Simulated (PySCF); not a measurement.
Orbital gap (eV) of eight silicon and germanium compounds: PBE beside r2SCAN, computed with PySCF for isolated molecules in the bases named; differences from unrounded values. The eight are the first of their class met in an unordered collection, after screening for sound electronic states; none was chosen by its value. Each molecule has one DFT geometry for both levels.

```
molecule                                     basis  r2SCAN   PBE  difference
---------------------------------------  ---------  ------  ----  ----------
C3H6F2Si, SMILES FC(F)=CC[SiH3]          def2-TZVP    5.74  5.27       -0.47
C4H9NSi, SMILES C#C[Si@H](C)NC           def2-TZVP    4.90  4.38       -0.52
BH9Si3, SMILES [SiH3]B([SiH3])[SiH3]     def2-TZVP    3.24  2.80       -0.45
C₂H₉N₃Si, SMILES C(=N\[SiH](N)N)/C       def2-TZVP    4.39  3.90       -0.49
C₂H₇NSi₂, SMILES [SiH3][C@H]1N=C[SiH2]1  def2-TZVP    4.01  3.59       -0.42
ClF3H2Si2, SMILES F[Si](F)(F)[SiH2]Cl    def2-TZVP    6.20  5.59       -0.61
C4H10Si2, SMILES C=C1CC[Si@H]1[SiH3]     def2-TZVP    4.93  4.55       -0.38
C₂H₆F₂OSi, SMILES COC(F)(F)[SiH3]        def2-TZVP    7.72  6.93       -0.80
```

PBE lies below r2SCAN in 8 and above it in 0 of the eight; the mean signed difference is -0.52 and the largest -0.80 eV.
